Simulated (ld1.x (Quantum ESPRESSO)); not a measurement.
## platinum: one change to a TM potential, before and after

Pt (Z = 78), norm-conserving Troullier–Martins (Kleinman–Bylander form), made with ld1.x (Quantum ESPRESSO) 7.5 (LDA (PZ), scalar-relativistic). Core [Xe] 4f14, reference 5d7 6s0 6p0 (charge +3). Waves: 6s (bound, empty): rc 2.20 bohr; 6p (bound, empty): rc 1.95 bohr; 5d (bound): rc 2.00 bohr. Local part: the d channel. Core correction: none.

Change: wave 5d (bound): rc 2.00 bohr becomes 5d (bound): rc 2.56 bohr.

Cutoffs: the cutoffs (Ry, on a coarse ladder) from which the occupation-weighted sum of valence levels, in a spherical-Bessel basis at the reference potential, stays within 10 and 1 mRy of its value at 400 Ry; they do not see the model core or the augmentation charge, which bear on the density cutoff. Errors are all-electron minus pseudo energies relative to the spin-unpolarised reference configuration.

Predict the effect on cutoff, ghosts and configuration errors.

The potential gets softer (40 Ry and 50 Ry → 35 Ry and 40 Ry); both files keep a bound ghost (p, s); of the 9 tests that both files solve, the error grows in 4 and shrinks in 4 by more than 15 % and 0.3 meV (median size 39.5 → 70.5 meV). A larger radius leaves more room for a smooth pseudo-wave, so fewer plane waves are needed.

| quantity | base | changed |
| --- | --- | --- |
| cutoff, loose | 40 Ry | 35 Ry |
| cutoff, tight | 50 Ry | 40 Ry |
| bound ghosts | s, p | s, p |
| error for 5d9 6s1 6p0, meV [ΔE -62.32 eV] | +69 | -28 |
| error for 5d9 6s0 6p0, meV [ΔE -52.77 eV] | -29 | -70 |
| error for 5d8 6s0 6p0, meV [ΔE -32.51 eV] | -8.7 | -14 |
| error for 5d8 6s2 6p0, meV [ΔE -61.39 eV] | +134 | +57 |
| error for 5d10 6s0 6p0, meV [ΔE -62.26 eV] | -33 | -142 |
| error for 5d9.5 6s0.5 6p0, meV [ΔE -62.40 eV] | +21 | -83 |
| error for 5d6 6s0 6p0, meV [ΔE 45.95 eV] | -39 | -25 |
| error for 5d7 6s0 6p0 (spin-polarised), meV [ΔE -1.39 eV] | +1071 | +1043 |
| error for 5d9 6s1 6p0 (spin-polarised), meV [ΔE -62.69 eV] | +174 | +76 |

 A true bound ghost makes a file unfit for plane-wave use even where its test errors are small: the radial tests pick states by their node count and pass the ghost by.
